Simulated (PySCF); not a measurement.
**Electron correlation in Tc+ (technetium, charge +1)**

[Kr] 4d5 5s1, high-spin 7S determinant. Computed with PySCF 2.14 in aug-cc-pVDZ-PP with ECP28MDF, with scalar relativity through the core potential. Frozen: 4s2 4p6; 6 electrons correlated.

MP2 pair energies summed by pair of shells (mhartree):

| pair | energy | share (%) |
| --- | --- | --- |
| 4d-4d | -44.22 | 71.5 |
| 4d-5s | -17.66 | 28.5 |

Total MP2 correlation energy: -61.88 mhartree.

Same-spin part -61.88 and opposite-spin part 0.00 mhartree; SCS-MP2 scales them by 1/3 and 6/5 to -20.63 mhartree.
